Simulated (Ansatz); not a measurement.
```yaml
crystal:
  periodic: [false, false, false]
  atoms:
    - {symbol: Sn, position_ang: [-0.547951, 1.788550, -1.326460]}
    - {symbol: Sn, position_ang: [-1.147766, -1.135494, -0.829013]}
    - {symbol: Sn, position_ang: [1.571837, 0.727696, 0.513325]}
    - {symbol: O, position_ang: [-0.535858, -1.263364, 1.180877]}
    - {symbol: O, position_ang: [0.691475, -0.121505, -1.228910]}
    - {symbol: O, position_ang: [-0.031727, 0.004117, 1.690180]}
basis:
  gaussian: {orbitals: def2-TZVPD, initial_orbitals: start.molden}
total_charge: -1
magnetization: {spin_polarized: true, initial_magnetization: 1}
hamiltonian: {xc: {name: CAM-B3LYP}, dispersion: d4}
scf: {omitted_lower_state_checks: [starts]}
output: {orbitals: {seedname: orbitals}}
```

The file start.molden holds the orbitals of an earlier run on this structure, at another level or in another basis.

```sh
$ ansatz run in.yaml --threads 4 --pin off --events-out ev --progress --plain --max-ram 4787MiB
```

Q: Does this run fit into the memory that it is given?

A: No. It has 288 basis functions, and Ansatz plans for 4.92 GiB where 4.67 GiB are given.
